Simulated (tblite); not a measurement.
Compound: C₃H₂F₃O (charge -1).
Numbering: `[O-:1][CH2:2][C:3]([F:4])=[C:5]([F:6])[F:7]` (hydrogens: H8, H9 on C2)
Bond orders are those of one Lewis drawing.

Computed with GFN2-xTB (tblite), gas phase: Langevin dynamics at 600 K from the optimised GFN2-xTB geometry, time step 0.5 fs, friction 0.01 fs⁻¹, 2000 steps.

Start geometry:
```
atom  x, y, z in Å
O1     -1.107    1.581   -0.458
C2     -1.026    0.292   -0.626
C3     -0.060   -0.235    0.464
F4     -0.583   -0.313    1.719
C5      1.263   -0.294    0.373
F6      1.947   -0.318   -0.787
F7      2.165   -0.365    1.394
H8     -1.990   -0.285   -0.491
H9     -0.596   -0.057   -1.613
```

The statistics below take the 31 frames saved every 25 fs from 250 to 1000 fs; their kinetic temperature (all 3N coordinates) averages 513 K.

**Question.** Give the mean, spread and extremes of the bond lengths.

**Answer.** 
```json
{"bond": "O1–C2", "start (Å)": "1.303", "mean (Å)": "1.282", "standard deviation (Å)": "0.036", "shortest (Å)": "1.218", "longest (Å)": "1.356"}
{"bond": "C2–C3", "start (Å)": "1.548", "mean (Å)": "1.592", "standard deviation (Å)": "0.080", "shortest (Å)": "1.485", "longest (Å)": "1.743"}
{"bond": "C3–F4", "start (Å)": "1.363", "mean (Å)": "1.370", "standard deviation (Å)": "0.047", "shortest (Å)": "1.286", "longest (Å)": "1.457"}
{"bond": "C3=C5", "start (Å)": "1.328", "mean (Å)": "1.329", "standard deviation (Å)": "0.021", "shortest (Å)": "1.294", "longest (Å)": "1.384"}
{"bond": "C5–F6", "start (Å)": "1.347", "mean (Å)": "1.355", "standard deviation (Å)": "0.043", "shortest (Å)": "1.286", "longest (Å)": "1.436"}
{"bond": "C5–F7", "start (Å)": "1.365", "mean (Å)": "1.377", "standard deviation (Å)": "0.038", "shortest (Å)": "1.291", "longest (Å)": "1.452"}
{"bond": "C2–H8", "start (Å)": "1.131", "mean (Å)": "1.166", "standard deviation (Å)": "0.058", "shortest (Å)": "1.051", "longest (Å)": "1.329"}
{"bond": "C2–H9", "start (Å)": "1.132", "mean (Å)": "1.159", "standard deviation (Å)": "0.059", "shortest (Å)": "1.040", "longest (Å)": "1.272"}
```

**Question.** Give the same statistics for bond angles, one of each kind among heavy atoms.

**Answer.** 
```json
{"angle": "O1–C2–C3", "start (°)": "106.6", "mean (°)": "111.4", "standard deviation (°)": "7.3", "smallest (°)": "89.3", "largest (°)": "125.9"}
{"angle": "C2–C3–F4", "start (°)": "115.4", "mean (°)": "113.9", "standard deviation (°)": "5.2", "smallest (°)": "100.3", "largest (°)": "124.8"}
{"angle": "C2–C3–C5", "start (°)": "126.0", "mean (°)": "129.1", "standard deviation (°)": "6.1", "smallest (°)": "116.8", "largest (°)": "139.1"}
{"angle": "F4–C3–C5", "start (°)": "116.3", "mean (°)": "115.1", "standard deviation (°)": "5.1", "smallest (°)": "105.5", "largest (°)": "129.2"}
{"angle": "C3–C5–F6", "start (°)": "124.5", "mean (°)": "125.4", "standard deviation (°)": "5.3", "smallest (°)": "114.1", "largest (°)": "135.9"}
{"angle": "C3–C5–F7", "start (°)": "127.6", "mean (°)": "126.6", "standard deviation (°)": "6.1", "smallest (°)": "116.8", "largest (°)": "140.7"}
{"angle": "F6–C5–F7", "start (°)": "107.9", "mean (°)": "107.1", "standard deviation (°)": "4.2", "smallest (°)": "96.3", "largest (°)": "115.5"}
```

**Question.** How far does each atom move about its mean position (frames aligned on the start, all atoms weighted alike), and what rms force does it feel?

**Answer.** 
| atom | rms displacement (Å) | rms force (eV/Å) |
| --- | --- | --- |
| O1 | 0.33 | 1.59 |
| C2 | 0.10 | 2.13 |
| C3 | 0.14 | 2.26 |
| F4 | 0.29 | 1.65 |
| C5 | 0.11 | 2.21 |
| F6 | 0.28 | 1.54 |
| F7 | 0.20 | 1.24 |
| H8 | 0.32 | 1.27 |
| H9 | 0.31 | 1.36 |

The displacements run from 0.10 to 0.33 Å.

**Question.** Follow the torsion O1–C2–C3–F4 through every second one of these frames.

**Answer.** 
| t (fs) | O1–C2–C3–F4 (°) |
| --- | --- |
| 250 | 83 |
| 300 | 80 |
| 350 | 57 |
| 400 | 77 |
| 450 | 109 |
| 500 | 88 |
| 550 | 69 |
| 600 | 70 |
| 650 | 58 |
| 700 | 64 |
| 750 | 49 |
| 800 | 32 |
| 850 | 28 |
| 900 | 27 |
| 950 | 59 |
| 1000 | 88 |

Largest departure from the start value over all these frames: O1–C2–C3–F4 49° (start 76°).

**Question.** How widely does the potential energy scatter, against a harmonic estimate?

**Answer.** Mean 0.55 eV above the start, standard deviation 0.140 eV, range 0.27 to 0.90 eV. For 21 classical harmonic modes at 600 K the canonical values are 21kT/2 = 0.54 eV and kT·√(21/2) = 0.168 eV.

The run is classical and short, so these are rough statistics of one trajectory.

The cost below is that of the whole dynamics run. Time: 21 s; peak memory 0.18 GiB. Hardware: one thread of an Intel Xeon at 2.50 GHz, no GPU, on a shared host.
